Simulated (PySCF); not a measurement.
# How methods differ on the ionisation energy of Ir⁶⁶⁺

Ir⁶⁶⁺ [Ne] 3s1 (2S) → Ir⁶⁷⁺ [Ne] (1S), as a difference of total energies. Computed with PySCF 2.14 in an even-tempered Gaussian basis (17 s from 20 bohr⁻², ratio 2.5; 12 p from 26 bohr⁻², ratio 2.5; 4 d from 92 bohr⁻², ratio 2.7; 4 f from 140 bohr⁻², ratio 2.7), with the spin-free X2C one-electron Hamiltonian (Gaussian nucleus). Correlated levels: outer shells: 1s2 frozen; virtual orbitals above 40 to 60 times the deepest correlated orbital energy dropped. The calculations carry no spin-orbit coupling.

```csv
method,ionisation energy (eV)
UHF,7855.9
LDA,7859.5
PBE,7865.5
PBE0,7863.2
r2SCAN,7854.6
BHandHLYP,7861.5
r2SCANh,7854.8
MP2 (outer shells),7856.7
SCS-MP2 (outer shells),7856.5
```

Breit and QED terms and the two-electron picture change are absent.

For comparison: 7850 ± 40 eV (theoretical estimate listed by NIST; NIST Atomic Spectra Database, ionization energies).
